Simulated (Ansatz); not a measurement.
Geometry optimisation, RKS PBE/def2-SVP (Ansatz).

Input file:

```yaml
crystal:
  periodic: [false, false, false]
  atoms:
    - { symbol: Ge, position_ang: [-0.503269, -0.001808, -0.324458] }
    - { symbol: F, position_ang: [-0.030828, 0.933041, 2.354472] }
    - { symbol: Cl, position_ang: [1.394813, -0.94841, -0.080599] }
    - { symbol: Cl, position_ang: [-0.305544, 2.065831, -0.834755] }
    - { symbol: Cl, position_ang: [-1.471395, -0.994501, -2.14467] }
    - { symbol: O, position_ang: [-1.816238, -0.47613, 0.744648] }
    - { symbol: Al, position_ang: [-3.094651, -1.369486, -0.203902] }
    - { symbol: H, position_ang: [-3.104374, -2.947203, 0.010494] }
    - { symbol: H, position_ang: [-4.363988, -0.486999, -0.596348] }
    - { symbol: H, position_ang: [-0.842327, 0.487463, 2.468118] }
basis:
  gaussian: { orbitals: def2-SVP }
hamiltonian:
  xc: pbe
relax:
  f_tol: 0.03
  max_steps: 50
```

Command:

```bash
$ ansatz run input.yaml --threads 4 --pin off --max-ram 5120MiB --backend cpu --events-out ev --progress --plain --runs-dir out
```

Question: Where does it end, and by what steps?

Answer: It converged. After 6 steps the energy has fallen by 0.157 eV; H10 moved furthest, 0.50 Å.

```tsv
step	energy less start (eV)	largest force component (eV/Å)	accepted
0	0.0000	0.485	yes
1	-0.0774	0.250	yes
2	-0.1310	0.242	yes
3	-0.1245	0.671	no
4	-0.1498	0.111	yes
5	-0.1560	0.139	yes
6	-0.1571	0.029	yes
```

```xyz
10
Properties=species:S:1:pos:R:3
Ge -0.438 0.077 -0.166
F -0.159 0.779 2.080
Cl 1.433 -0.951 -0.037
Cl -0.267 2.114 -0.798
Cl -1.444 -0.933 -1.997
O -1.801 -0.427 0.843
Al -3.058 -1.334 -0.144
H -3.048 -2.909 0.092
H -4.337 -0.461 -0.511
H -1.017 0.307 2.032
```

Whether the end is a true minimum wasn't checked by a vibrational analysis.

Run time: 20 s on 4 threads of Arm Neoverse V1, on a shared host, peak memory 0.25 GiB.
